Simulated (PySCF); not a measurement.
F2H2OSi. Atoms are numbered in the order given.

```xyz
6

Si    -0.0057     0.3431     0.0000
O      1.5571    -0.1238     0.0000
F     -0.7824    -0.2534     1.2781
F     -0.7824    -0.2534    -1.2781
H     -0.0655     1.8089     0.0000
H      1.7733    -1.0611     0.0000
```
Charge 0, spin multiplicity 1.

Coordinates come from a PBE0-D3(BJ)/def2-SVP optimisation. One conformer was computed; it need not be the lowest.

The numbers are results of r2SCAN/def2-TZVPD (PySCF), not measurements.

ESP charges are fitted to the potential on shells at 1.4 to 2.0 van der Waals radii. Atomic charges (e):

```
atom  meta-Löwdin     ESP fit
----  -----------  ----------
Si1          1.53  (withheld)
O2          -0.75  (withheld)
F3          -0.51       -0.29
F4          -0.51       -0.29
H5          -0.13       -0.06
H6           0.36  (withheld)
```

Q: Complete the blanks. (An estimate is asked for; the answer gives what the named calculation found.)

A: 
- Si1, ESP fit: 0.86
- O2, ESP fit: -0.66
- H6, ESP fit: 0.45
